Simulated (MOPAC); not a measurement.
Job for MOPAC: AM1 on CHBrO (a complex).

```
AM1 1SCF PRECISE CHARGE=0 THREADS=1
CHBrO

C      0.03241738 1    -0.19635250 1     0.46762032 1
O     -0.00493012 1    -0.11675780 1    -0.65197542 1
Br     0.12734367 1    -0.45496743 1     4.25969111 1
H      0.09829558 1    -0.36002924 1     2.83370912 1
```

The log:

```
*******************************************************************************
 **                                                                           **
 **                              MOPAC v23.2.5                                **
 **                                                                           **
 *******************************************************************************
 ** MOPAC's Digital Object Identifier: https://doi.org/10.5281/zenodo.6511958 **
 **                                                                           **
 ** Please cite the open-source release paper for use of this MOPAC version:  **
 ** J. E. Moussa and J. J. P. Stewart (2026)                                  **
 ** MOPAC: An open-source semiempirical molecular orbital program             **
 ** J. Open Source Softw., 11(119), 8025, https://doi.org/10.21105/joss.08025 **
 *******************************************************************************

                              AM1 CALCULATION RESULTS

 *******************************************************************************
 *  AM1        - The AM1 Hamiltonian to be used
 *
 *
 *
 *                 CHARGE ON SYSTEM = 0
 *
 *
 *
 *  PRECISE    - TIGHTER CRITERIA TO BE USED
 *  1SCF       - DO 1 SCF AND THEN STOP
 *  THREADS=1  - MULTI-THREADING NOT USED
 *  T=         - A TIME OF 172800.0 SECONDS REQUESTED
 *  DUMP=N     - RESTART FILE WRITTEN EVERY 7200.0 SECONDS REQUESTED
 *******************************************************************************
AM1 1SCF PRECISE CHARGE=0 THREADS=1
 CHBrO

   ATOM   CHEMICAL          X               Y               Z
  NUMBER   SYMBOL      (ANGSTROMS)     (ANGSTROMS)     (ANGSTROMS)

     1       C          0.03241738  *  -0.19635250  *   0.46762032  *
     2       O         -0.00493012  *  -0.11675780  *  -0.65197542  *
     3      Br          0.12734367  *  -0.45496743  *   4.25969111  *
     4       H          0.09829558  *  -0.36002924  *   2.83370912  *



          CARTESIAN COORDINATES

    NO.       ATOM           X           Y           Z

     1         C          0.0324     -0.1964      0.4676
     2         O         -0.0049     -0.1168     -0.6520
     3        Br          0.1273     -0.4550      4.2597
     4         H          0.0983     -0.3600      2.8337

  H: (AM1): M.J.S. DEWAR ET AL, J. AM. CHEM. SOC. 107 3902-3909 (1985)
  C: (AM1): M.J.S. DEWAR ET AL, J. AM. CHEM. SOC. 107 3902-3909 (1985)
  O: (AM1): M.J.S. DEWAR ET AL, J. AM. CHEM. SOC. 107 3902-3909 (1985)
 Br: (AM1): M.J.S. DEWAR AND E. G. ZOEBISCH, THEOCHEM, 180, 1 (1988).

           Empirical Formula: C H O Br  =     4 atoms



      MOLECULAR POINT GROUP   :   C2v


      RHF CALCULATION, NO. OF DOUBLY OCCUPIED LEVELS = 9


 -------------------------------------------------------------------------------
 AM1 1SCF PRECISE CHARGE=0 THREADS=1
 CHBrO



     1SCF WAS SPECIFIED, SO BFGS WAS NOT USED
     SCF FIELD WAS ACHIEVED


                              AM1 CALCULATION
                                                       MOPAC v23.2.5 Linux




          FINAL HEAT OF FORMATION =        -14.50599 KCAL/MOL =     -60.69308 KJ/MOL


          COSMO AREA              =        107.17 SQUARE ANGSTROMS
          COSMO VOLUME            =         85.66 CUBIC ANGSTROMS

          IONIZATION POTENTIAL    =         11.213830 EV
          HOMO LUMO ENERGIES (EV) =        -11.214  0.820
          NO. OF FILLED LEVELS    =          9
          MOLECULAR WEIGHT        =        108.9223         POINT GROUP:  C2v

          MOLECULAR DIMENSIONS (Angstroms)

            Atom       Atom       Distance
           Br     3    O     2     4.92507
            H     4   Br     3     0.00989
            O     2    C     1     0.00000


          SCF CALCULATIONS        =          1





   ATOM   CHEMICAL          X               Y               Z
  NUMBER   SYMBOL      (ANGSTROMS)     (ANGSTROMS)     (ANGSTROMS)

     1       C          0.03241738  *  -0.19635250  *   0.46762032  *
     2       O         -0.00493012  *  -0.11675780  *  -0.65197542  *
     3      Br          0.12734367  *  -0.45496743  *   4.25969111  *
     4       H          0.09829558  *  -0.36002924  *   2.83370912  *

                             CARTESIAN COORDINATES

   1    C        0.032417380    -0.196352500     0.467620320
   2    O       -0.004930120    -0.116757800    -0.651975420
   3   Br        0.127343670    -0.454967430     4.259691110
   4    H        0.098295580    -0.360029240     2.833709120


           Empirical Formula: C H O Br  =     4 atoms



      MOLECULAR POINT GROUP   :   C2v


                  EIGENVALUES
 -42.96186 -31.14499 -22.52243 -17.37414 -17.37414 -15.22045 -13.32693 -11.21383
 -11.21383   0.82020   0.82020   1.50463   4.95722


              NET ATOMIC CHARGES AND DIPOLE CONTRIBUTIONS

  ATOM NO.   TYPE          CHARGE      No. of ELECS.   s-Pop       p-Pop
    1          C           0.146378        3.8536     1.80867     2.04495
    2          O          -0.141338        6.1413     1.87518     4.26616
    3         Br          -0.118894        7.1189     1.96142     5.15747
    4          H           0.113854        0.8861     0.88615
 DIPOLE           X         Y         Z       TOTAL
 POINT-CHG.     0.007     0.004    -0.112     0.112
 HYBRID        -0.052     0.129    -1.858     1.863
 SUM           -0.045     0.133    -1.969     1.974


          ATOMIC ORBITAL ELECTRON POPULATIONS

     Atom    s        px        py        pz
    1  C   1.80867   0.53251   0.53427   0.97818
    2  O   1.87518   1.46784   1.46730   1.33103
    3 Br   1.96142   1.99965   1.99628   1.16155
    4  H   0.88615

 **********************
 *                    *
 * JOB ENDED NORMALLY *
 *                    *
 **********************




 == MOPAC DONE ==
```

The run finished.

Cost: roughly 0.03 core-seconds.
